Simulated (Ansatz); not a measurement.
Stepwise reaction of `O[SiH2][O][AlH2]` with water, as a gas-phase model of exchange steps in deposition or etching. ΔE in kJ/mol.

Gas-phase electronic energies from Ansatz, PBE0-D4/def2-TZVP geometries. CCSD(T)/CBS adds triple-zeta CCSD(T) − MP2 to the extrapolated MP2 energy (def2 sets, frozen cores). This one scheme is used for every species. Functionals use def2-TZVPP. B3LYP here is the variant with VWN-RPA as its local correlation; programs differ in this. One conformer a species, not always the lowest.

```
step                                                  reaction  PBE-D4  B3LYP-D4  ωB97M-V  CCSD(T)/CBS
   2  `O[SiH](O)[O][AlH2]` + H₂O → `O[Si](O)(O)[O][AlH2]` + H₂   -92.8    -100.2   -101.4        -98.2
```

**Question.** Give the row of step 1, `O[SiH2][O][AlH2]` + H₂O → `O[SiH](O)[O][AlH2]` + H₂. (An estimate is asked.)

**Answer.** The calculation gave: 
```tsv
step	reaction	PBE-D4	B3LYP-D4	ωB97M-V	CCSD(T)/CBS
1	`O[SiH2][O][AlH2]` + H₂O → `O[SiH](O)[O][AlH2]` + H₂	-95.6	-101.5	-103.0	-100.1
```

**Question.** By hand: ΔE of the 2 steps together at CCSD(T)/CBS.

**Answer.** (-100.1) + (-98.2) = -198.3 kJ/mol, or -99.2 kJ/mol a step.

In ΔE the steps differ by no more than 1.9 kJ/mol. All are downhill at CCSD(T)/CBS. PBE-D4 differs from CCSD(T)/CBS by 4.5 to 5.4 kJ/mol a step. Isolated molecules leave out the surface, adducts and barriers. Largest T1 diagnostic: 0.012.
